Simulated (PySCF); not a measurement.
**Finite-field polarisability of Ga (gallium, neutral)**

[Ar] 3d10 4s2 4p1, 2P determinant. Calculation: PySCF 2.14, in aug-cc-pwCVTZ-PP with ECP10MDF (8s7p6d4f1g, 96 functions); scalar relativity through the core potential. Frozen: 3s2 3p6 3d10. Energy changes in a uniform field (μhartree):

```csv
axis,F (au),HF,MP2,CCSD,CCSD(T)
x,0.0021,-100.726,-99.797,-98.043,-98.169
x,0.0042,-403.273,-399.552,-392.517,-393.022
y,0.0016,-104.404,-102.007,-100.302,-100.313
y,0.0032,-419.358,-409.648,-402.738,-402.777
```

By symmetry the remaining axis equals x.

Problem. Derive α along x at CCSD(T) from the two fields.

Solution. With ΔE = −αF²/2 − γF⁴/24, α = −(16 ΔE(F) − ΔE(2F))/(6F²) = 44.51 bohr³.

Problem. And the mean polarisability at each level?

Solution. The components xx, yy, zz at CCSD(T) are 44.51, 78.27, 44.51, the third axis being equal by symmetry to one of the two computed. Means: HF 57.60, MP2 56.69, CCSD 55.72, CCSD(T) 55.76 bohr³. Reference: 50 ± 3 bohr³ (recommended; Schwerdtfeger and Nagle, table of static dipole polarizabilities (2023 update)).

CCSD(T) lies more than 5 % above the reference; correlation of the frozen inner shells, absent here, would lower it.
